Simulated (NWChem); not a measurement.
System: B3N3H5, doublet; SMILES N1BNBN[B]1

NWChem input:

```
start job
memory heap 200 mb stack 900 mb global 1100 mb
geometry units angstroms noautoz
  B      0.000000     0.000000     1.484667
  N      1.227628     0.000000     0.773201
  B      1.254804     0.000000    -0.657600
  N      0.000000     0.000000    -1.337097
  B     -1.254804     0.000000    -0.657600
  N     -1.227628     0.000000     0.773201
  H      2.102751     0.000000     1.280739
  H      2.301095     0.000000    -1.264133
  H      0.000000     0.000000    -2.348604
  H     -2.301095     0.000000    -1.264133
  H     -2.102751     0.000000     1.280739
end
basis spherical
  B library 6-31g*
  N library 6-31g*
  H library 6-31g*
end
dft
  odft
  mult 2
  xc optx lyp
  iterations 150
  mulliken
end
task dft energy
```

In the optimisation the excess spin sits in a1 (C2v, its own frame). All runs use the structure optimised with PBE0/def2-SVP, spin-unrestricted. No frequency run checked for a minimum. No stability test was run on the SCF state.

Q: What results follow from this input? (OLYP/6-31G* (spherical d), spin-unrestricted.) Quantities: energy (Ha); highest occupied level (eV); lowest empty minus highest occupied level, either spin (eV); dipole (D); <S²>.

A: 
```yaml
energy (Ha): -241.87
highest occupied level (eV): -3.73
lowest empty minus highest occupied level, either spin (eV): 2.73
dipole (D): 0.33
"<S²>": 0.753
```
